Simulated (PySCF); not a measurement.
Se(SeH)(OSiH3) (H4OSe2Si), SMILES [SiH3]O[Se][SeH].

Coordinates come from a PBE-D3(BJ)/def2-SVP optimisation. This is a generated structure with no PubChem entry under its InChIKey; it may be hypothetical. One conformer was computed; it need not be the lowest.

Calculation: PBE-D3(BJ)/def2-SVP (PySCF).

Frequencies are harmonic and unscaled.

Computed normal modes with their intensities:
```csv
mode,ν (cm⁻¹),IR (km/mol),moving atoms (share of kinetic energy)
1,56,0.6,"Se 37 %, Si 36 %, H 19 %"
2,100,0.3,"H 73 %, Se 13 %, Si 8 %"
3,147,1.7,"Si 33 %, H 26 %, O 24 %, Se 16 %"
4,198,2.7,"O 60 %, Se 22 %, H 16 %"
5,282,8.5,Se 98 %
6,350,7.7,H 93 %
7,504,38.8,"O 56 %, Se 19 %, H 16 %, Si 10 %"
8,676,24.1,H 85 %
9,693,64.1,"H 74 %, O 16 %, Si 9 %"
10,706,21.5,H 96 %
11,821,278.8,"O 70 %, Si 28 %"
12,897,60.2,H 96 %
13,910,112.3,H 95 %
14,939,176.3,H 93 %
15,2160,70.5,H 98 %
16,2166,105.8,H 96 %
17,2190,116.5,H 96 %
18,2278,23.3,H 99 %
```
